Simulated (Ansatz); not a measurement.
Molecule: hydrogen iodide, HI (charge 0, singlet). 
Structure (B3LYP-D3(BJ)/def2-TZVP (Ansatz, a quantum-chemistry and plane-wave program) minimum search):
SMILES: I
```xyz
2

I      0.0000     0.0000    -0.0299
H      0.0000     0.0000     1.5855
```
Charge 0, spin multiplicity 1.

Wanted: atomisation energy (electronic, to ground-state atoms), in kcal/mol. Cores are frozen in the correlated levels unless marked. Open shells are spin-unrestricted. Spin-orbit coupling is left out. The frozen core is the preceding noble-gas configuration, with the filled d and f shells of earlier blocks. In def2 rows, elements after Kr have scalar-relativistic effective core potentials. The coupled-cluster limit lacks core correlation, which all-electron functionals hold. Basis-set limits of correlation are two-point, X^-3; Hartree-Fock from the larger set. The bracket is a focal-point correction in the basis named.

```csv
level,program,atomisation energy (kcal/mol),minus last row
revPBE/def2-TZVPD,Ansatz,77.0,-2.7
B3LYP/def2-TZVPD,Ansatz,78.5,-1.2
BHLYP-D4/def2-TZVPD,Ansatz + dftd4,76.0,-3.7
r2SCANh-D4/def2-TZVPD,Ansatz + dftd4,78.2,-1.5
LC-wPBE-D4/def2-TZVPD,Ansatz + dftd4,75.5,-4.2
LC-wPBE/def2-TZVPD,Ansatz,75.3,-4.4
"RI-MP2/CBS(def2-TZVPP,def2-QZVPP)",Ansatz,78.4,-1.3
CCSD/def2-QZVPP,Ansatz,77.6,-2.1
"RI-MP2/CBS(def2-TZVPP,def2-QZVPP)+[CCSD(T)-MP2]/def2-SVP",Ansatz,80.9,1.2
"CCSD(T)/CBS(def2-TZVPPD,def2-QZVPPD)",Ansatz,79.7,0.0
```
